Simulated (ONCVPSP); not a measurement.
Potentials for Zr (Z = 40) compared

Generated with ld1.x 7.5 (TM, RRKJ, ultrasoft, PAW), atompaw 4.2 or ONCVPSP 4.0.1. The cutoff is in Ry: for ld1.x and atompaw files where the sum of valence levels is converged to 10 mRy in a Bessel basis, for ONCV files where the hardest occupied wave has 1 mHa per electron of residual kinetic energy. The error is the largest all-electron minus pseudo excitation energy over each file’s own four to seven test configurations (ionisations up to +4, promotions, holes and added fractions of an electron), all of which were solved. The labels leave out finer settings (local radius, basis sizes, second energies), which also bear on the numbers. Spin-polarised tests are not counted. The rows are a selection from randomly drawn settings: files with unsolved tests, undetermined cutoffs or missed reference levels are left out.

```csv
potential,cutoff (Ry),largest error (meV),bound ghosts
"ONCV, PBEsol, scalar-relativistic, rc 1.70/1.95/2.55 (spd), local smoothed, core correction yes, reference 4s2 4p6 4d3 5s1, qcut 5.7/6.3/6.3, projectors 2/1/2",29,-17,none
"ONCV, PBE, scalar-relativistic, rc 1.90/1.75/2.15 (spd), local smoothed, core correction no, reference 4s2 4p6 4d2 5s1, qcut 5/8.2/8.5, projectors 2/2/2",44,+8.0,none
"ONCV, PW91, scalar-relativistic, rc 2.05/2.05/2.55 (spd), local smoothed, core correction yes, reference 4s2 4p6 4d2 5s1 5p1, qcut 6.9/6/5.1, projectors 2/2/1",28,+11,none
"ONCV, LDA (Perdew-Zunger), scalar-relativistic, rc 2.30/2.05/2.35 (spd), local smoothed, core correction no, reference 4s2 4p6 4d2 5s1.75 5p0.25, qcut 6/7.1/6.6, projectors 2/2/1",26,-6.5,none
```

(1) Fill in the row for Zr: ONCV, LDA (Perdew-Wang 92), scalar-relativistic, rc 1.80/1.70/1.95 (spd), local smoothed, core correction yes, reference 4s2 4p6 4d2 5s2, qcut 7.2/6.8/4.5, projectors 2/3/2.

(2) Fill in the row for Zr: ONCV, PBEsol, scalar-relativistic, rc 2.05/1.40/2.95 (spd), local smoothed, core correction yes, reference 4s2 4p6 4d3 5s1, qcut 6.4/4.7/6.3, projectors 2/2/3.

(3) Fill in the row for Zr: ONCV, LDA (Perdew-Wang 92), scalar-relativistic, rc 2.25/1.70/3.00 (spd), local smoothed, core correction yes, reference 4s2 4p6 4d2 5s1.75, qcut 5.7/6.3/4.2, projectors 2/2/2.

Results:

(1) cutoff 67 Ry, largest error -5.7 meV, bound ghosts: none.

(2) cutoff 121 Ry, largest error +26 meV, bound ghosts: none.

(3) cutoff 19 Ry, largest error +691 meV, bound ghosts: none.
